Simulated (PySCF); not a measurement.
VOF3, optimised at B3LYP/6-31G*:

```xyz
5

O     -0.0057     0.6299    -1.4769
V     -0.0148     0.0232    -0.0494
F     -0.0234    -1.6798    -0.1787
F      1.3858     0.5462     0.7764
F     -1.4163     0.5613     0.7650
```

Energies from PySCF (xtb for GFN2), thermal terms from the rigid-rotor harmonic-oscillator model, ideal gas at 1 bar. 6-31G* has spherical d functions here. All species are closed-shell singlets. B3LYP is the form with VWN-RPA correlation.

Question: List the harmonic frequencies (cm⁻¹, unscaled) at this level and at the other levels, each on its own geometry.

Answer: 
- B3LYP/6-31G*: 215, 216, 271, 324, 324, 764, 851, 851, 1177
- GFN2-xTB: 189, 189, 261, 295, 295, 584, 660, 660, 1022
- HF/6-31G*: 232, 232, 298, 364, 364, 834, 907, 907, 1358
- PBE/def2-SVP: 205, 205, 259, 312, 312, 722, 814, 814, 1116
- PBE0/def2-TZVP: 207, 208, 265, 320, 321, 749, 827, 827, 1175
